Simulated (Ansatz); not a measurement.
The cluster Mg2Te3, relaxed as a singlet with RKS r2SCAN-D4/def2-SVP in Ansatz, starting from the GFN1-xTB geometry. Force threshold 0.02 eV/Å.

In the def2 sets Te takes a core potential; there is no spin–orbit coupling. The restricted singlet is unstable towards broken spin symmetry at other levels; at r2SCAN-D4/def2-SVP this wasn't settled. Another isomer (singlet) lies 2.15 eV lower at PBE0-D4/def2-TZVP; other spin states weren't run for this one.

Start:

```xyz
5

Mg    0.6344   -1.9303    0.5234
Mg   -1.8656    1.9284   -1.3957
Te    0.2832    1.1298    0.1551
Te    2.2254   -0.2524    1.5977
Te   -1.2773   -0.8755   -0.8804
```

Q: Estimate the energy that the relaxation releases and the steps that it takes.

A: 42.3 kJ/mol, in 14 steps; 32 s on 4 threads of Arm Neoverse V2 on a shared host. The force fell under the threshold at step 13, but the optimiser went on. No frequencies were taken in this run, so the end may be a saddle point.

Q: Does the start keep its bonding and symmetry?

A: By distances, no bond broke or formed. The bond that changes most is Mg2–Te5, from 2.91 to 3.36 Å (atoms count from 1).

Q: Predict the relaxed structure.

A: 
| atom | x (Å) | y (Å) | z (Å) |
| --- | --- | --- | --- |
| Mg1 | 0.404 | -1.821 | 0.879 |
| Mg2 | -2.096 | 2.116 | -1.150 |
| Te3 | 0.385 | 1.143 | -0.179 |
| Te4 | 2.391 | -0.349 | 1.659 |
| Te5 | -1.084 | -1.089 | -1.210 |
Bond lengths (bridged metal pairs left out): 4 × Mg–Te 2.59 to 3.15 Å; 2 × Te–Te 2.86 to 3.10 Å.
